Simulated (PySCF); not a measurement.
**Vibration and rotation of MnSe**

ROHF constants of MnSe, ⁶Σ⁺ (sextet), unpaired electrons σ ↑, π ↑↑, δ ↑↑ (Mn x2c-TZVPPall, Se x2c-TZVPPall; spin-free X2C with a Gaussian nucleus (PySCF 2.14); masses 54.9380 and 79.9165 u):

- ωe: 331.6 cm⁻¹
- ωexe: 1.29 cm⁻¹
- Be: 0.097345 cm⁻¹
- αe: 0.000418 cm⁻¹

Task: What force constant and bond length do these constants imply?

Result: Reduced mass μred = 32.557 u; k = 5.8918×10⁻⁷·μred·ωe² (u, cm⁻¹, mdyn/Å) = 2.11 mdyn/Å; Re = √(16.8576/(μred·Be)) (u, cm⁻¹, Å) = 2.306 Å.

Task: Estimate the centrifugal constant D from the Kratzer relation and find the Dunham coefficient a1.

Result: D = 4Be³/ωe² = 3.36e-08 cm⁻¹; a1 = −1 − αeωe/(6Be²) = -3.44.

Spin–orbit coupling is left out. UHF is strongly spin-contaminated for MnSe, so the ROHF reference used there is far from stable. Hartree–Fock leaves out correlation, which carries a large part of most bond energies and some tenths to 1 eV of ionisation energies. With d or f electrons several states lie close, and the lowest PBE0 determinant need not be the measured ground state.
